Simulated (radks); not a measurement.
Results of a calculation; reference values are marked as such.
Yb IV, 67 electrons, occupied as [Kr] 4d10 4f13 5s2 5p5.75 6s0.25 (fractional occupations, a model configuration).

Level of theory: Dirac Kohn-Sham, PBEsol, spin-unpolarised, spherical densities, point nucleus; open shells fill j = l - 1/2 first (a radial shooting solver on a logarithmic mesh with Libxc functionals).

Energy parts (eV):
total: -382854.69
kinetic: 425404.72
electron-nucleus: -948670.33
Hartree: 148277.59
exchange-correlation: -7866.67

Orbitals (lengths in bohr, moments of r in powers of bohr):
orbital,occ.,eigenvalue (eV),<1/r>,small-component weight
1s1/2,2,-61179.98,80.65,6.90e-02
2s1/2,2,-10388.71,19.47,1.55e-02
2p1/2,2,-9910.501,19.44,1.55e-02
2p3/2,4,-8864.043,16.69,1.42e-02
3s1/2,2,-2369.054,7.133,5.02e-03
3p1/2,2,-2158.146,7.049,4.97e-03
3p3/2,4,-1936.081,6.343,4.58e-03
3d3/2,4,-1577.194,6.232,4.47e-03
3d5/2,6,-1528.670,6.062,4.36e-03
4s1/2,2,-494.3416,2.988,1.63e-03
4p1/2,2,-409.0341,2.878,1.54e-03
4p3/2,4,-358.5858,2.632,1.40e-03
4d3/2,4,-218.2919,2.411,1.21e-03
4d5/2,6,-209.0879,2.351,1.17e-03
4f5/2,6,-38.2413,1.809,7.44e-04
4f7/2,7,-36.8411,1.781,7.26e-04
5s1/2,2,-87.0863,1.129,3.40e-04
5p1/2,2,-63.2151,1.003,2.73e-04
5p3/2,3.75,-56.4624,0.9211,2.38e-04
5d3/2,0,-26.2800,0.6400,1.17e-04
5d5/2,0,-25.6836,0.6246,1.12e-04
6s1/2,0.25,-24.6984,0.4437,6.68e-05
6p1/2,0,-19.2730,0.3810,5.13e-05
6p3/2,0,-18.2061,0.3604,4.73e-05

The highest occupied level is 6s1/2 at -24.698 eV. The configuration is held as typed, so some empty levels lie below it. The density falls to 0.001 e/bohr^3 at r = 3.33 bohr.
